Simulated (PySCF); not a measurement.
NMR parameters from quadrupole coupling constants

C7H12N2O.
Z-matrix (Å and degrees, GFN2-xTB geometry), rows numbered from 1:
```
C 
C   1  1.3232
C   2  1.4931  1  124.05
C   2  1.5266  1  120.62  3  -177.15
C   4  1.4947  2  110.08  1   -49.07
N   5  1.2547  4  121.15  2   114.12
C   6  1.4279  5  121.03  4  -178.51
N   4  1.4505  2  110.73  1    72.55
C   8  1.3389  4  122.40  2    81.62
O   9  1.2082  8  125.33  4    -2.09
H   1  1.0765  2  121.61  3    -0.56
H   1  1.0769  2  121.91  3   179.05
H   3  1.0895  2  109.16  1  -124.18
H   3  1.0866  2  111.13  1    -3.34
H   3  1.0901  2  110.38  1   117.56
H   4  1.0976  2  108.39  1  -169.15
H   5  1.0989  4  115.18  2   -63.81
H   7  1.0907  6  108.14  5   122.55
H   7  1.0978  6  113.58  5     0.74
H   7  1.0907  6  108.13  5  -121.10
H   8  1.0091  4  114.64  2  -102.95
H   9  1.1062  8  112.12  4   178.10
```

Computed at PBE0/pcSseg-1 (PySCF, non-relativistic):

```
atom     environment  nucleus  spin I    Q (b)  CQ = χzz (MHz)      η
  N6  imine nitrogen      14N       1  0.02044          -5.076  0.300
  N8  amide nitrogen      14N       1  0.02044          -4.347  0.253
 O10    amide oxygen      17O     5/2  -0.0256           9.507  0.003
```

Problem. Recover the principal values of the field gradient from CQ = 234.96 MHz × Q × Vzz, η = (Vxx − Vyy)/Vzz and a zero trace.

Solution. Vxx = −Vzz(1 − η)/2 and Vyy = −Vzz(1 + η)/2, in au:

```json
{"atom": "N6", "Vxx (au)": "0.370", "Vyy (au)": "0.687", "Vzz (au)": "-1.057", "Vzz (10²¹ V/m²)": "-10.27"}
{"atom": "N8", "Vxx (au)": "0.338", "Vyy (au)": "0.567", "Vzz (au)": "-0.905", "Vzz (10²¹ V/m²)": "-8.80"}
{"atom": "O10", "Vxx (au)": "0.788", "Vyy (au)": "0.793", "Vzz (au)": "-1.581", "Vzz (10²¹ V/m²)": "-15.36"}
```

Problem. Give the quadrupolar product PQ = |CQ|√(1 + η²/3), the quadrupolar frequency νQ = 3|CQ|/[2I(2I − 1)] and the Larmor frequency ν0 = |g| × 7.62259 MHz/T × B at 7.05 T, with g(14N) = 0.40376, g(17O) = −0.75752.

Solution. 
```tsv
atom	PQ (MHz)	νQ (MHz)	ν0 (MHz)	νQ/ν0
N6	5.151	7.613	21.70	0.351
N8	4.394	6.521	21.70	0.301
O10	9.507	1.426	40.71	0.035
```

For N6: PQ = 5.076 × 1.0149, νQ = 5.076 × 1.5000, ν0 = 3.0777 MHz/T × 7.05 T.

For N6 and N8 νQ isn't small against ν0, so the high-field expansions of solid-state NMR fail there at this field.

Problem. Second-order quadrupolar shift of the central transition's centre of gravity (half-integer spins, νQ < ν0/10) at 7.05 and 14.1 T.

Solution. From −(3/40)(PQ/ν0)²[I(I + 1) − 3/4]/[I(2I − 1)]², which goes as 1/B² (ppm):

```tsv
site	7.05 T	14.1 T
17O at O10	-327	-81.8
```

Problem. In the extreme-narrowing limit, with isotropic tumbling and one correlation time, the quadrupolar linewidth goes as PQ². What relative widths follow for the 14N sites?

Solution. N6 1, N8 0.73, with N6 as 1.

Solvent, lattice and vibrations would change these gradients. One conformer (not necessarily the lowest) at the GFN2-xTB geometry, without solvent, vibrations or thermal averaging. GFN2-xTB bond lengths can be off by several hundredths of an ångström, more for odd bonds, and the gradients follow them. The small basis limits the accuracy of the gradients.
